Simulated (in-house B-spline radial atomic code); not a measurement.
**Binding energies in Mo8+**

NIST's tabulated ground configuration is [Ar] 3d10 4s2 4p4; each binding energy is the energy of the ion with one electron taken from that subshell, relaxed, less that of the parent. Level of theory: Dirac-Hartree-Fock, average of configuration, Fermi nucleus of rms radius 4.4091 fm; calculated with a B-spline radial code for spherical atoms. Energies include first-order Breit, QED and recoil terms.

| subshell | X-ray name | binding energy (eV) | -ε (eV) | relaxation (eV) |
| --- | --- | --- | --- | --- |
| 1s | K | 20152.5 | 20258.5 | 51.6 |
| 2s | L1 | 3024.6 | 3053.4 | 23.6 |
| 3s | M1 | 655.8 | 662.3 | 5.7 |
| 3d3/2 | M4 | 378.1 | 384.8 | 6.6 |
| 3d5/2 | M5 | 374.8 | 381.4 | 6.5 |
| 4s | N1 | 196.2 | 196.9 | 0.6 |
| 4p | N2,3 | 164.4 | 165.0 | 0.5 |

Relaxation = -ε minus the binding energy without Breit, QED and recoil terms.

**Question.** What does it cost to remove two 4p electrons?

**Answer.** 349.27 eV, which is 20.41 eV more than the two single binding energies together.

**Question.** What does it cost to remove both a 3d5/2 and a 3d3/2 electron?

**Answer.** 799.86 eV, which is 46.94 eV more than the two single binding energies together.

**Question.** What does it cost to remove two 1s electrons?

**Answer.** 40961 eV, which is 656.1 eV more than the two single binding energies together.
